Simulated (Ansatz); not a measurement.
`[SiH3]/C=C/C[SiH3]` + `B/C=C/O` → `B/C=C/O[SiH3]` + `C=CC[SiH3]`  (ligand exchange at the Si–C bond)

Calculated with Ansatz (gas phase, PBE0-D4/def2-TZVP geometries, no zero-point term in ΔE). CBS: MP2 limit from def2 TZ/QZ plus the TZ coupled-cluster correction, frozen cores. This one scheme is used for every species. Double bonds are as drawn, so ΔE can hold a change between cis and trans. Functionals use def2-TZVPP. B3LYP here is the variant with VWN-RPA as its local correlation; programs differ in this. Each species was taken in one conformer, which may not be the lowest.

Is it downhill or uphill in electronic energy at CCSD(T)/CBS, and by how much? (Estimate.)

The calculation gave: Downhill: ΔE = -16.3 kcal/mol.

What do these levels give: PBE-D4, r2SCAN-D4, PBE0-D4, ωB97X-V, B3LYP, HF/def2-TZVPP, MP2/def2-TZVPP, HF/def2-QZVPP, MP2/def2-QZVPP, SCS-MP2/def2-QZVPP, HF/CBS(def2), MP2/CBS(def2)? (Best estimate.)

The calculation gave: PBE-D4 -12.5, r2SCAN-D4 -14.8, PBE0-D4 -13.5, ωB97X-V -15.7, B3LYP -16.8, HF/def2-TZVPP -20.1, MP2/def2-TZVPP -16.4, HF/def2-QZVPP -20.4, MP2/def2-QZVPP -16.6, SCS-MP2/def2-QZVPP -17.6, HF/CBS(def2) -20.5, MP2/CBS(def2) -16.5 kcal/mol.

Largest T1 diagnostic among the species: 0.013.

In def2-TZVPP, CCSD(T) changes the Hartree–Fock value by +3.8 kcal/mol (the triples alone add +0.7 kcal/mol) and MP2 by +3.7 kcal/mol. From PBE to PBE0 (25 % exact exchange), in def2-TZVPP and without D4, ΔE moves by −1.0 kcal/mol.
